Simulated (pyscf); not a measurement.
PySCF, gas phase, ωB97X-D3(BJ)/def2-SVP geometries.

Task: What is the homolytic dissociation enthalpy (298 K, ωB97M-D3(BJ)/def2-TZVP) of the C–C bond of H₂C=CH–CH=CH–CH=CH–CH₃, to •HC=CH–CH=CH₂ + •HC=CH–CH₃?

Result: C–C to •HC=CH–CH=CH₂ + •HC=CH–CH₃: 116.3 kcal/mol. The 7 functionals that were run give +109.3 (r²SCAN) to +116.8 kcal/mol (ωB97X-D3(BJ)). The radicals are drawn with the spin at the cut bond; how far it spreads was not checked. H₂C=CH–CH=CH–CH=CH–CH₃ lies 17.5 kcal/mol over its isomer cyclic C₇H₁₀ (SMILES CC1C=CC=CC1), and others may lie lower still (electronic energy, ωB97M-D3(BJ)). •HC=CH–CH=CH₂ lies 11.3 kcal/mol over its isomer •HC=C=CH–CH₃, and others may lie lower still (electronic energy, ωB97M-D3(BJ)).
